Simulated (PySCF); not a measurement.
**RbLi⁻ at ROHF-CCSD(T)**

Level: ROHF-CCSD(T). PySCF, scalar-relativistic core potentials, basis sets Rb def2-SVPD with ECP28, Li def2-SVPD.

* state: ²Σ⁺ (doublet), unpaired electrons σ ↑
* bond length: 4.040 Å
* harmonic wavenumber: 114 cm⁻¹
* force constant: 0.0493 mdyn/Å
* rotational constant Be: 0.1594 cm⁻¹
* anharmonicity ωexe: 0.947 cm⁻¹
* vibration–rotation constant αe: 0.00208 cm⁻¹
* well depth De to Rb + Li⁻: 0.53 eV
* dissociation energy D0: 0.52 eV

Correlated steps freeze no core orbitals. Correlated levels converge slowly with the basis: in double zeta they bind strong bonds too weakly, by up to about 1 eV, and carry superposition errors of some tenths. Spin–orbit coupling is left out. For an ion De counts to the pair picked by the measured ionisation energies or electron affinities, which need not be the lowest pair at this level. The CCSD T1 diagnostic is raised, a sign that a single reference may not be enough here. The state was picked by a PBE0 search and need not be the measured ground state.
